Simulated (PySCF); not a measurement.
## SnHF: from structure and modes to constants

Method: PySCF, PBE0, basis Sn def2-TZVP with ECP28, H def2-TZVP, F def2-TZVP (scalar-relativistic core potentials, no spin–orbit coupling, density fitting).

The singlet minimum has Cs symmetry. Masses (u): Sn 119.90220, H 1.00782, F 18.99840.

```xyz
3
charge 0 multiplicity 1, angstrom
Sn   -0.0070   -0.1777   -0.1922
H     0.0437    1.1135   -1.4235
F     0.0424    1.0785    1.2915
```

Harmonic wavenumbers (cm⁻¹): 584.1 (a', ×1), 615.9 (a', ×1), 1702.4 (a', ×1).

(1) Find the principal moments of inertia and the rotational constants. What kind of rotor is it?

(2) Find the vibrational entropy and heat capacity at 298.15 K.

(3) Give the standard entropy (298.15 K, 1 bar) by its translational, rotational, vibrational and spin parts, and Cp.

Answers

(1) About the centre of mass I = 3.1698, 62.169, 65.338 u Å². With B = 16.8576/I this gives 5.318, 0.2712, 0.258 cm⁻¹. The molecule is an asymmetric top with κ = -0.99.

(2) With u = 1.43878 ω/T, each mode gives S = R[u/(eᵘ−1) − ln(1−e⁻ᵘ)] and C = R u² eᵘ/(eᵘ−1)².
| ω (cm⁻¹) | u | S (J/(mol K)) | C (J/(mol K)) |
| --- | --- | --- | --- |
| 584.1 | 2.819 | 2.00 | 4.46 |
| 615.9 | 2.972 | 1.77 | 4.18 |
| 1702.4 | 8.215 | 0.02 | 0.15 |
The sums over all modes are S = 3.8 and C = 8.8 J/(mol K); the softest mode gives 53 % of the entropy.

(3) Sackur–Tetrode with M = 139.91 u gives 170.5; rotation with symmetry number 1 gives 87.9; vibration 3.8; spin R ln 1 = 0.0. The total is 262.1 J/(mol K), and Cp = 4 R + 8.8 = 42.0 J/(mol K).

This need not be the most stable arrangement of these atoms.
